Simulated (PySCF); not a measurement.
C2H2Cl2F2, SMILES FC(C(Cl)Cl)F. Geometry optimised at PBE0-D3(BJ)/def2-SVP. Other conformers were not sampled.

Computed equilibrium geometry at PBE0-D3(BJ)/def2-SVP (PySCF confirms it by a frequency run) as Cartesian coordinates in Å (one conformer of several):
```xyz
8

F     -1.4804    -1.3376     0.8243
C     -1.1308    -0.0893     0.4676
F     -1.6291     0.1654    -0.7467
C      0.3908     0.0164     0.4689
Cl     1.0973    -1.0771    -0.7219
Cl     0.8565     1.7028     0.1944
H     -1.5563     0.6273     1.1930
H      0.7680    -0.2772     1.4568
```
